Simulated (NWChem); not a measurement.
System: sulfur tetrafluoride (SF4); SMILES FS(F)(F)F

Here is an NWChem input.

```
start job
memory heap 200 mb stack 900 mb global 1100 mb
geometry units angstroms noautoz
  F      1.220545     0.000000     0.616808
  S      0.000000     0.000000    -0.387794
  F      0.000000    -1.654169    -0.275546
  F      0.000000     1.654169    -0.275546
  F     -1.220545     0.000000     0.616808
end
basis spherical
  * library def2-tzvp
end
dft
  xc xpbe96 cpbe96
  iterations 200
  cgmin
end
task dft gradient
```

NWChem printed, in part:

```
             Northwest Computational Chemistry Package (NWChem) 7.3.0
             --------------------------------------------------------

 C2V symmetry detected

                             Geometry "geometry" -> ""
                             -------------------------

 Output coordinates in angstroms (scale by  1.889725989 to convert to a.u.)

  No.       Tag          Charge          X              Y              Z
 ---- ---------------- ---------- -------------- -------------- --------------
    1 F                    9.0000     1.22054500     0.00000000     0.61800008
    2 S                   16.0000     0.00000000     0.00000000    -0.38660192
    3 F                    9.0000     0.00000000    -1.65416900    -0.27435392
    4 F                    9.0000     0.00000000     1.65416900    -0.27435392
    5 F                    9.0000    -1.22054500     0.00000000     0.61800008

 Effective nuclear repulsion energy (a.u.)     295.3507469767

      Symmetry information
      --------------------

 Group name             C2v
 Group number             16
 Group order               4
 No. of unique centers     3

  pbe96 is a nonlocal functional; adding pw91lda local functional.

                                 NWChem DFT Module
                                 -----------------

 Summary of "ao basis" -> "ao basis" (spherical)
 ------------------------------------------------------------------------------
       Tag                 Description            Shells   Functions and Types
 ---------------- ------------------------------  ------  ---------------------
 F                         def2-tzvp                11       31   5s3p2d1f
 S                         def2-tzvp                13       37   5s5p2d1f

      Symmetry analysis of basis
      --------------------------

        a1         58
        a2         23
        b1         40
        b2         40

            General Information
            -------------------
          SCF calculation type: DFT
          Wavefunction type:  closed shell.
          No. of atoms     :     5
          No. of electrons :    52
           Alpha electrons :    26
            Beta electrons :    26
          Charge           :     0
          Spin multiplicity:     1
          Use of symmetry is: on ; symmetry adaption is: on
          Maximum number of iterations: 200
          AO basis - number of functions:   161
                     number of shells:    57
          Convergence on energy requested:  1.00D-06
          Convergence on density requested:  1.00D-05
          Convergence on gradient requested:  5.00D-04

              XC Information
              --------------
          PerdewBurkeErnzerhof Exchange Functional  1.000
            Perdew 1991 LDA Correlation Functional  1.000 local
           PerdewBurkeErnz. Correlation Functional  1.000 non-local

             Grid Information
             ----------------
          Grid used for XC integration:  medium
          Radial quadrature: Mura-Knowles
          Angular quadrature: Lebedev.
          Tag              B.-S. Rad. Rad. Pts. Rad. Cut. Ang. Pts.
          ---              ---------- --------- --------- ---------
          F                   0.50       49           8.0       434
          S                   1.00       88           6.0       590
          Grid pruning is: on
          Number of quadrature shells:   186
          Spatial weights used:  Erf1

      Superposition of Atomic Density Guess
      -------------------------------------

 Sum of atomic energies:        -795.15181482

      Non-variational initial energy
      ------------------------------

 Total energy =    -795.968205
 1-e energy   =   -1695.868484
 2-e energy   =     604.549532
 HOMO         =      -0.352846
 LUMO         =       0.014124

      Symmetry analysis of molecular orbitals - initial
      -------------------------------------------------

  Numbering of irreducible representations:

     1 a1          2 a2          3 b1          4 b2

  Orbital symmetries:

     1 a1          2 a1          3 b1          4 b2          5 a1
     6 a1          7 b2          8 b1          9 a1         10 a1
    11 b2         12 b1         13 a1         14 a1         15 b2
    16 b1         17 a1         18 a2         19 b2         20 a1
    21 b1         22 a1         23 b1         24 b2         25 a2
    26 a1         27 b1         28 a1         29 b2         30 a1
    31 b1         32 b2         33 a1         34 a1         35 b2
    36 b1

 ----------------------------------------------
         Quadratically convergent ROKS

 Convergence threshold     :          5.000E-04
 Maximum no. of iterations :          200
 Final Fock-matrix accuracy:          1.000E-08
 ----------------------------------------------

              iter       energy          gnorm     gmax       time
             ----- ------------------- --------- --------- --------
                 1     -796.9131770527  2.55D+00  6.08D-01      2.9
                 2     -797.1678767801  8.63D-01  1.99D-01      5.2
                 3     -797.1867974011  3.06D-01  6.19D-02      9.5
                 4     -797.1899270068  4.82D-03  1.04D-03     17.3
                 5     -797.1899282345  5.62D-05  1.11D-05     27.6

         Total DFT energy =     -797.189928234544
      One electron energy =    -1693.890012192259
           Coulomb energy =      668.390974077747
    Exchange-Corr. energy =      -67.041637096760
 Nuclear repulsion energy =      295.350746976727

 Numeric. integr. density =       51.999997789947

                       DFT Final Molecular Orbital Analysis
                       ------------------------------------

 Vector   24  Occ=2.000000D+00  E=-3.632218D-01  Symmetry=b2
              MO Center= -8.1D-15,  2.4D-13, -4.8D-02, r^2= 3.0D+00
   Bfn.  Coefficient  Atom+Function         Bfn.  Coefficient  Atom+Function
  ----- ------------  ---------------      ----- ------------  ---------------
    76      0.288702  3 F  pz               107     -0.288702  4 F  pz
    79      0.233480  3 F  pz               110     -0.233480  4 F  pz
     7      0.210444  1 F  py               137      0.210444  5 F  py
    10      0.173807  1 F  py               140      0.173807  5 F  py
    82      0.160848  3 F  pz               113     -0.160848  4 F  pz

 Vector   25  Occ=2.000000D+00  E=-3.562724D-01  Symmetry=a2
              MO Center= -6.6D-16, -4.4D-16, -9.4D-03, r^2= 3.0D+00
   Bfn.  Coefficient  Atom+Function         Bfn.  Coefficient  Atom+Function
  ----- ------------  ---------------      ----- ------------  ---------------
    74      0.307880  3 F  px               105     -0.307880  4 F  px
    77      0.248666  3 F  px               108     -0.248666  4 F  px
     7      0.218896  1 F  py               137     -0.218896  5 F  py
    10      0.180460  1 F  py               140     -0.180460  5 F  py
    80      0.172800  3 F  px               111     -0.172800  4 F  px

 Vector   26  Occ=2.000000D+00  E=-3.050626D-01  Symmetry=a1
              MO Center= -1.3D-15, -1.4D-13, -4.4D-01, r^2= 2.5D+00
   Bfn.  Coefficient  Atom+Function         Bfn.  Coefficient  Atom+Function
  ----- ------------  ---------------      ----- ------------  ---------------
    36      0.496727  2 S  s                 35      0.311610  2 S  s
    48     -0.244318  2 S  pz                76      0.217291  3 F  pz
   107      0.217291  4 F  pz                34     -0.214851  2 S  s
    75     -0.200124  3 F  py               106      0.200124  4 F  py
    79      0.172666  3 F  pz               110      0.172666  4 F  pz

 Vector   27  Occ=0.000000D+00  E=-1.178573D-01  Symmetry=b1
              MO Center=  3.4D-13,  6.1D-16, -4.5D-01, r^2= 1.9D+00
   Bfn.  Coefficient  Atom+Function         Bfn.  Coefficient  Atom+Function
  ----- ------------  ---------------      ----- ------------  ---------------
    49      0.581131  2 S  px                46      0.572414  2 S  px
     5     -0.250958  1 F  s                135      0.250958  5 F  s
    43      0.235357  2 S  px                 8      0.186280  1 F  pz
   138     -0.186280  5 F  pz                37     -0.181886  2 S  px
    14      0.167698  1 F  pz               144     -0.167698  5 F  pz

 Vector   28  Occ=0.000000D+00  E=-4.154591D-02  Symmetry=a1
              MO Center=  5.1D-14,  6.0D-14,  4.9D-02, r^2= 2.0D+00
   Bfn.  Coefficient  Atom+Function         Bfn.  Coefficient  Atom+Function
  ----- ------------  ---------------      ----- ------------  ---------------
    36      0.785173  2 S  s                 51      0.611741  2 S  pz
    35      0.556333  2 S  s                 48      0.550715  2 S  pz
     5     -0.375097  1 F  s                135     -0.375097  5 F  s
    34     -0.305119  2 S  s                 12      0.276552  1 F  px
   142     -0.276552  5 F  px                 6      0.232335  1 F  px

 Vector   29  Occ=0.000000D+00  E= 1.892746D-02  Symmetry=b2
              MO Center=  3.3D-16, -2.7D-14, -4.7D-01, r^2= 2.4D+00
   Bfn.  Coefficient  Atom+Function         Bfn.  Coefficient  Atom+Function
  ----- ------------  ---------------      ----- ------------  ---------------
    50      0.943553  2 S  py                47      0.683256  2 S  py
    73      0.501019  3 F  s                104     -0.501019  4 F  s
    81      0.312927  3 F  py               112      0.312927  4 F  py
    44      0.274612  2 S  py                75      0.224764  3 F  py
   106      0.224764  4 F  py                38     -0.203120  2 S  py

            General Information
            -------------------
          SCF calculation type: DFT
          Wavefunction type:  closed shell.
          No. of atoms     :     5
          No. of electrons :    52
           Alpha electrons :    26
            Beta electrons :    26
          Charge           :     0
          Spin multiplicity:     1
          Use of symmetry is: on ; symmetry adaption is: on
          Maximum number of iterations: 200
          AO basis - number of functions:   161
                     number of shells:    57
          Convergence on energy requested:  1.00D-06
          Convergence on density requested:  1.00D-05
          Convergence on gradient requested:  5.00D-04

              XC Information
              --------------
          PerdewBurkeErnzerhof Exchange Functional  1.000
            Perdew 1991 LDA Correlation Functional  1.000 local
           PerdewBurkeErnz. Correlation Functional  1.000 non-local

             Grid Information
             ----------------
          Grid used for XC integration:  medium
          Radial quadrature: Mura-Knowles
          Angular quadrature: Lebedev.
          Tag              B.-S. Rad. Rad. Pts. Rad. Cut. Ang. Pts.
          ---              ---------- --------- --------- ---------
          F                   0.50       49           8.0       434
          S                   1.00       88           6.0       590
          Grid pruning is: on
          Number of quadrature shells:   186
          Spatial weights used:  Erf1

          Convergence Information
          -----------------------
          Convergence aids based upon iterative change in
          total energy or number of iterations.
          Levelshifting, if invoked, occurs when the
          HOMO/LUMO gap drops below (HL_TOL):  1.00D-02
          DIIS, if invoked, will attempt to extrapolate
          using up to (NFOCK): 10 stored Fock matrices.

                    Damping( 0%)  Levelshifting(0.5)       DIIS
                  --------------- ------------------- ---------------
          dE  on:    start            ASAP                start
          dE off:    2 iters        200 iters           200 iters

                            NWChem DFT Gradient Module
                            --------------------------

  charge          =   0.00
  wavefunction    = closed shell

  Using symmetry

                         DFT ENERGY GRADIENTS

    atom               coordinates                        gradient
                 x          y          z           x          y          z
   1 F       2.306496   0.000000   1.167851   -0.005709   0.000000  -0.003854
   2 S       0.000000   0.000000  -0.730572    0.000000   0.000000   0.004482
   3 F       0.000000  -3.125926  -0.518454    0.000000   0.011741   0.001613
   4 F       0.000000   3.125926  -0.518454    0.000000  -0.011741   0.001613
   5 F      -2.306496   0.000000   1.167851    0.005709   0.000000  -0.003854
```

Level: PBE/def2-TZVP. Coordinates come from a PBE0/def2-SVP optimisation.
